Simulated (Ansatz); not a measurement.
`B[O][GeH3]` at its PBE0-D4/def2-TZVP geometry, where that method's forces vanish. Total charge 0; spin multiplicity 1.

```xyz
8

B    -1.0676    0.7370   -0.8917
O    -0.6708    0.3970    0.3430
Ge    0.7941   -0.5557    0.7643
H    -0.4287    0.4046   -1.8612
H    -2.0758    1.3809   -0.9996
H     0.2902   -1.7904    1.5197
H     1.6413    0.3504    1.6645
H     1.5172   -0.9238   -0.5390
```

Task: What forces (eV/Å) does B3LYP-D4/def2-TZVPP give on these atoms in the Gaussian-basis code of Ansatz? (Estimate.)

Result: Computed: 
```
B1  -0.118  0.089 -0.196
O2  -0.144  0.092 -0.014
Ge3  0.227 -0.151  0.103
H4  -0.078  0.042  0.100
H5   0.103 -0.065 -0.003
H6   0.000 -0.004  0.003
H7   0.004  0.002  0.004
H8   0.006 -0.004  0.003
```

B3LYP here is the variant with VWN-RPA as its local correlation; programs differ in this.
